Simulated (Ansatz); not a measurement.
AlCl (SMILES [Al][Cl]): geometry of the low-spin state from B3LYP-D3(BJ)/def2-TZVP.
(charge 0, multiplicity 1):
```xyz
2

Al     0.00000     0.00000    -1.22411
Cl     0.00000     0.00000     0.93609
```
The high-spin state stands at its own minimum; R- takes a restricted low-spin state.

Programs: Ansatz (Gaussian basis) for Hartree–Fock, density functionals and correlated methods. Each number belongs to the level named beside it.

The gap E(multiplicity 1) − E(multiplicity 3) (kcal/mol) and the share of exact exchange:

```
functional           exact exchange (%)   value
-------------------  ------------------  ------
R-PBE/def2-TZVPP                      0  -66.05
R-PBE0/def2-TZVPP                    25  -64.56
R-B3LYP/def2-TZVPP                   20  -70.18
R-BHLYP/def2-TZVPP                   50  -69.01
R-r2SCAN/def2-TZVPP                   0  -60.24
```

Problem. Take the value as linear in the share of exact exchange along PBE and PBE0. Give the slope, say whether the sign turns, and set the other functionals against that line.

Solution. 
Slope: (-64.56 − (-66.05))/2.5 = 0.60 kcal/mol for each 10 %. The line keeps its sign from 0 to 100 %. At 50 % it gives -63.1 kcal/mol. From B3LYP to BHLYP the slope is (-69.01 − (-70.18))/3 = 0.39 for each 10 %. BHLYP, at 50 %, lies -5.9 from the PBE line. B3LYP, at 20 %, lies -5.3 from the PBE line. r2SCAN, with none, stands 5.8 from PBE.

Ansatz is an electronic-structure program.
